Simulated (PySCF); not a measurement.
C2H8Ti, SMILES [CH3][TiH2][CH3], multiplicity 1. Geometry: PBE-D3(BJ)/def2-SVP. The multiplicity is an assumed one; no other spin state was optimised. The structure was generated by enumeration; whether it is a known compound was not checked.

Computed equilibrium geometry at PBE-D3(BJ)/def2-SVP (PySCF confirms it by a frequency run) as bond lengths and angles, and its point group:
point group C2v.
Atoms: Ti1 C2 H3 H4 H5 C6 H7 H8 H9 H10 H11. Bonded distances (Å): Ti1–C2 2.034, Ti1–C6 2.034, Ti1–H10 1.723, Ti1–H11 1.723, C2–H3 1.115, C2–H4 1.109, C2–H5 1.115, C6–H7 1.115, C6–H8 1.115, C6–H9 1.109. Angles (°): C2–Ti1–C6 112.1, C2–Ti1–H10 108.5, C2–Ti1–H11 108.5, C6–Ti1–H10 108.5, C6–Ti1–H11 108.5, H10–Ti1–H11 110.7, Ti1–C2–H3 105.8, Ti1–C2–H4 115.2, Ti1–C2–H5 105.8, H3–C2–H4 110.2, H3–C2–H5 109.3, H4–C2–H5 110.2, Ti1–C6–H7 105.8, Ti1–C6–H8 105.8, Ti1–C6–H9 115.2, H7–C6–H8 109.3, H7–C6–H9 110.2, H8–C6–H9 110.2.
